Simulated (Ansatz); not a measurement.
The same bond dissociation along the group B, Al, Ga.

Calculated with Ansatz (gas phase, PBE0-D4/def2-TZVP geometries, no zero-point term in ΔE). CCSD(T)/CBS adds triple-zeta CCSD(T) − MP2 to the extrapolated MP2 energy (def2 sets, frozen cores). This one scheme is used for every species, atoms too. DFT in def2-TZVPP. No spin–orbit coupling; open shells (•) take unrestricted orbitals. Bonds to Ga are less sure, by a few kJ/mol each and by 10 to 20 or more in all where they break to atoms, as the def2 sets lack core-valence functions. Scalar relativity is left out up to krypton. One conformer a species, not always the lowest.

| reaction | PBE0-D4 (kJ/mol) | ωB97X-V (kJ/mol) | B2PLYP (kJ/mol) | CCSD(T)/CBS(def2) (kJ/mol) |
| --- | --- | --- | --- | --- |
| `COBS` → `CO[B]S`• + H• | 439 | 459 | 453 | 460 |
| `C[O][AlH][SH]` → `C[O][Al][SH]`• + H• | 347 | 373 | 362 | 372 |
| `C[O][GaH][SH]` → `C[O][Ga][SH]`• + H• | 335 | 355 | 341 | 362 |

Largest T1 diagnostic: 0.017, for `C[O][Ga][SH]`•.
